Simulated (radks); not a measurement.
Question: The mean radii <r> (bohr) of the occupied orbitals of an atom or ion are listed with their occupations. All-electron calculation, Dirac Kohn-Sham, PBE, spin-unpolarised, spherical densities, point nucleus. Program: a radial shooting solver on a logarithmic mesh with Libxc functionals.

| orbital | occ. | <r> |
|---|---|---|
| 1s1/2 | 2 | 0.02232 |
| 2s1/2 | 2 | 0.09454 |
| 2p1/2 | 2 | 0.07903 |
| 2p3/2 | 4 | 0.08575 |
| 3s1/2 | 2 | 0.2474 |
| 3p1/2 | 2 | 0.2368 |
| 3p3/2 | 4 | 0.2493 |
| 3d3/2 | 4 | 0.2208 |
| 3d5/2 | 6 | 0.2247 |
| 4s1/2 | 2 | 0.5228 |
| 4p1/2 | 2 | 0.5255 |
| 4p3/2 | 4 | 0.5455 |
| 4d3/2 | 2 | 0.5458 |

Name the element and its charge. Open shells, if any, fill j = l - 1/2 first.

Answer: Z = 63, europium, charge +25: Eu25+ in [Kr] 4d2. The 1s radius gives Z: for a bare nucleus <r> = (2 gamma + 1)/(2Z) with gamma = sqrt(1 - (Z/c)^2), 0.02203 bohr for Z = 63, and screening makes it slightly larger (0.02232 here). The occupations add up to 38, and the charge is Z minus that.
